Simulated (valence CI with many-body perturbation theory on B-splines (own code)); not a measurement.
**Bi51+: electric-dipole lines**

Method: relativistic CI+MBPT: four valence electrons over a frozen Dirac-Fock core [Ar] 3d10, a basis of 11 s, 11 p, 9 d, 7 f, 5 g, 2 h, 1 i functions for each j, with the one-electron correlation potential Σ1 (screened to all orders), the two-electron term Σ2, the three-electron term Σ3, Breit, model QED; selected single and double excitations, second order for the rest (own B-spline code, finite nucleus).

The last digits are not significant, and no measured levels were compared; by estimate large intervals hold to a few tenths of a per cent, small ones and those within an open d or f shell to about a per cent.

Lines 101 to 150 of 238 in falling wavelength, among levels below 741.97 eV, chosen from the strongest by gf and those to the six lowest levels. Wavelengths and rates use the calculated energies. Electric multipoles are in the length gauge, E1 and E2 with the static RPA response of the core. Weak lines are less certain than strong ones. Lines between different terms over intervals too small for the method are left out, as are lines whose strength nearly cancels. Where a level lies close to another of its J and parity, the split of strength between their lines is uncertain. The highest levels of a list are the least certain.

Levels are named by their leading jj configuration (3d3/2^4 stands for four electrons in 3d with j = 3/2), which in mixed levels can hold well under half, so a name can repeat and another be missing. Letters in brackets count levels of one name in rising energy.

```csv
λ vac (nm),Upper,Lower,A (s⁻¹),log gf,Branch %
5.288,(4s 4p1/2 4p3/2 4d5/2) J=0,(4s 4p1/2 4p3/2^2) J=1 [a],2.86e+11,-0.92,23.6
5.279,(4s 4p1/2 4p3/2 4d5/2) J=2 [c],(4s 4p1/2 4p3/2^2) J=1 [a],3.17e+11,-0.18,19.8
5.272,(4s 4p1/2 4p3/2 4d5/2) J=1 [b],(4s 4p1/2 4p3/2^2) J=0,3.47e+11,-0.36,35.5
5.269,(4s 4p1/2 4p3/2 4d5/2) J=2 [d],(4s 4p1/2 4p3/2^2) J=1 [b],6.63e+11,0.14,27.9
5.266,(4s 4p1/2 4p3/2 4d5/2) J=3 [a],(4s 4p1/2 4p3/2^2) J=2 [a],3.14e+11,-0.04,46.4
5.230,(4s 4p1/2 4p3/2 4d5/2) J=2 [d],(4s 4p1/2 4p3/2^2) J=2 [b],1.32e+11,-0.57,5.6
5.184,(4s 4p1/2 4p3/2 4d5/2) J=2 [d],(4s 4p1/2 4p3/2^2) J=1 [a],2.54e+11,-0.29,10.7
5.150,(4s 4p1/2 4p3/2 4d5/2) J=1 [a],(4s 4p1/2 4p3/2^2) J=2 [a],7.25e+10,-1.06,7.6
5.147,(4s 4p1/2 4p3/2 4d5/2) J=4 [c],(4s 4p1/2 4p3/2^2) J=3,5.41e+11,0.29,40.8
5.146,(4s 4p1/2 4p3/2 4d5/2) J=3 [b],(4s 4p1/2 4p3/2^2) J=2 [a],3.36e+11,-0.03,34.2
5.140,(4s 4p1/2^2 4d5/2) J=2,(4s 4p1/2^2 4p3/2) J=2,8.29e+10,-0.78,18.8
5.131,(4s^2 4p3/2 4d5/2) J=3,(4s^2 4p3/2^2) J=2,1.13e+12,0.49,97.9
5.058,(4s^2 4p3/2 4d5/2) J=1,(4s^2 4p3/2^2) J=2,1.25e+11,-0.84,17.6
5.021,(4s 4p1/2^2 4f5/2) J=2,(4s 4p1/2^2 4d3/2) J=2,7.05e+10,-0.88,13.2
5.010,(4s 4p1/2^2 4f5/2) J=3,(4s 4p1/2^2 4d3/2) J=2,2.90e+11,-0.12,80.7
4.981,(4s^2 4p1/2 4f5/2) J=3,(4s^2 4p1/2 4d3/2) J=2,2.56e+11,-0.18,95.7
4.977,(4s 4p1/2 4p3/2 4d3/2) J=4,(4s^2 4p1/2 4d5/2) J=3,4.11e+10,-0.86,71.4
4.966,(4s 4p1/2 4p3/2 4d5/2) J=3 [c],(4s 4p1/2 4p3/2^2) J=2 [a],4.55e+11,0.07,25.4
4.956,(4s 4p1/2 4p3/2 4d5/2) J=2 [c],(4s 4p1/2 4p3/2^2) J=3,4.22e+10,-1.11,2.6
4.933,(4s 4p1/2^2 4f5/2) J=2,(4s 4p1/2^2 4d3/2) J=1,4.05e+11,-0.13,75.5
4.923,(4s 4p1/2 4p3/2 4d5/2) J=3 [d],(4s 4p1/2 4p3/2^2) J=3,1.03e+11,-0.58,5.4
4.731,(4s 4p1/2 4p3/2 4d3/2) J=3 [b],(4s^2 4p1/2 4d5/2) J=2,3.85e+10,-1.04,1.5
4.685,(4s 4p1/2 4p3/2 4d5/2) J=2 [d],(4s 4p1/2 4p3/2^2) J=2 [a],5.61e+10,-1.03,2.4
4.359,(4s 4p1/2 4p3/2^2) J=2 [a],(4s^2 4p1/2 4p3/2) J=2,1.53e+10,-1.66,3.0
4.356,(4s 4p1/2 4p3/2 4d5/2) J=2 [a],(4s^2 4p1/2 4d5/2) J=2,1.68e+11,-0.62,12.2
4.345,(4s 4p1/2 4p3/2 4d3/2) J=2 [d],(4s^2 4p1/2 4d5/2) J=2,9.07e+10,-0.89,2.5
4.284,(4s 4p1/2 4p3/2^2) J=2 [a],(4s^2 4p1/2 4p3/2) J=1,4.91e+11,-0.17,96.4
4.268,(4s 4p1/2 4p3/2 4d5/2) J=3 [a],(4s^2 4p1/2 4d5/2) J=3,9.12e+10,-0.76,13.5
4.209,(4s 4p1/2 4p3/2^2) J=3,(4s^2 4p1/2 4p3/2) J=2,3.53e+11,-0.18,94.6
4.189,(4s 4p1/2 4p3/2 4d5/2) J=3 [b],(4s^2 4p1/2 4d5/2) J=3,2.23e+11,-0.39,22.7
4.173,(4s 4p1/2 4p3/2 4d5/2) J=3 [b],(4s^2 4p1/2 4d5/2) J=2,4.85e+10,-1.05,4.9
4.154,(4s 4p1/2 4p3/2 4d5/2) J=4 [b],(4s^2 4p1/2 4d5/2) J=3,1.86e+11,-0.36,38.4
4.153,(4s 4p1/2 4p3/2 4d5/2) J=2 [b],(4s^2 4p1/2 4d5/2) J=3,2.49e+11,-0.49,32.2
4.141,(4p1/2^2 4p3/2^2) J=2,(4s 4p1/2^2 4p3/2) J=1,7.47e+11,-0.02,52.9
4.082,(4s^2 4p1/2 4f5/2) J=2,(4s 4p1/2^2 4p3/2) J=1,1.11e+11,-0.86,33.9
4.075,(4s 4p3/2^3) J=2,(4s^2 4p3/2^2) J=2,1.52e+12,0.28,99.7
4.064,(4s 4p1/2 4p3/2 4d3/2) J=1 [d],(4s^2 4p1/2 4d3/2) J=1,6.75e+11,-0.30,18.0
4.054,(4s 4p1/2 4p3/2 4d5/2) J=3 [c],(4s^2 4p1/2 4d5/2) J=2,1.22e+12,0.32,68.5
4.050,(4s 4p1/2 4p3/2 4d5/2) J=4 [c],(4s^2 4p1/2 4d5/2) J=3,7.54e+11,0.22,56.9
4.049,(4s 4p1/2 4p3/2^2) J=0,(4s^2 4p1/2 4p3/2) J=1,6.52e+11,-0.80,100.0
4.048,(4s 4p1/2 4p3/2 4d3/2) J=2 [b],(4s^2 4p1/2 4d3/2) J=2,8.28e+11,0.01,64.4
4.024,(4s 4p1/2 4p3/2 4d5/2) J=1 [b],(4s^2 4p1/2 4d5/2) J=2,3.88e+11,-0.55,39.7
4.020,(4p1/2^2 4p3/2^2) J=0,(4s 4p1/2^2 4p3/2) J=1,1.20e+12,-0.54,91.2
4.001,(4s 4p1/2 4p3/2^2) J=1 [a],(4s^2 4p1/2 4p3/2) J=2,7.34e+10,-1.28,6.4
3.999,(4s 4p1/2 4p3/2 4d3/2) J=0 [b],(4s^2 4p1/2 4d3/2) J=1,1.06e+12,-0.59,29.2
3.997,(4s 4p1/2 4p3/2 4d3/2) J=3 [b],(4s^2 4p1/2 4d3/2) J=2,1.07e+11,-0.75,4.3
3.994,(4s 4p1/2^2 4p3/2) J=1,(4s^2 4p1/2^2) J=0,8.49e+11,-0.22,92.5
3.991,(4s 4p1/2 4p3/2 4d5/2) J=2 [a],(4s^2 4p1/2 4d3/2) J=1,3.56e+11,-0.37,25.7
3.986,(4s 4p3/2^3) J=1,(4s^2 4p3/2^2) J=0,1.02e+12,-0.14,32.8
3.986,(4s 4p1/2 4p3/2 4d3/2) J=1 [b],(4s^2 4p1/2 4d3/2) J=2,3.93e+11,-0.55,16.0
```

Task: How does gf follow from A for the line at 4.966 nm?

Result: gf = 1.4992 × (2J+1)_upper × A / σ², with σ = 2013747 cm⁻¹ and 2J+1 = 7: gf = 1.18.
